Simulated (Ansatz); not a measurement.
`BN(C)CF` + `[SiH3]O[SiH2]S` → `BO[SiH2]S` + `CN([SiH3])CF`  (redistribution)

Calculated with Ansatz (gas phase, PBE0-D4/def2-TZVP geometries, no zero-point term in ΔE). CCSD(T)/CBS is the MP2 limit (def2-TZVPP, def2-QZVPP) plus CCSD(T) − MP2 in def2-TZVPP, frozen cores. DFT in def2-TZVPP. Each species was taken in one conformer, which may not be the lowest.

Question: Is it downhill or uphill in electronic energy at CCSD(T)/CBS, and by how much? (Best estimate.)

Answer: Computed: Uphill: ΔE = +17.8 kcal/mol.

Question: What do these levels give: B2PLYP, r2SCAN, MP2/def2-TZVPP, SCS-MP2/def2-TZVPP, CCSD(T)/def2-TZVPP, HF/def2-QZVPP? (Best estimate.)

Answer: Ansatz gave: B2PLYP 17.3, r2SCAN 17.4, MP2/def2-TZVPP 17.7, SCS-MP2/def2-TZVPP 17.7, CCSD(T)/def2-TZVPP 17.6, HF/def2-QZVPP 17.6 kcal/mol.

Largest T1 diagnostic among the species: 0.013.
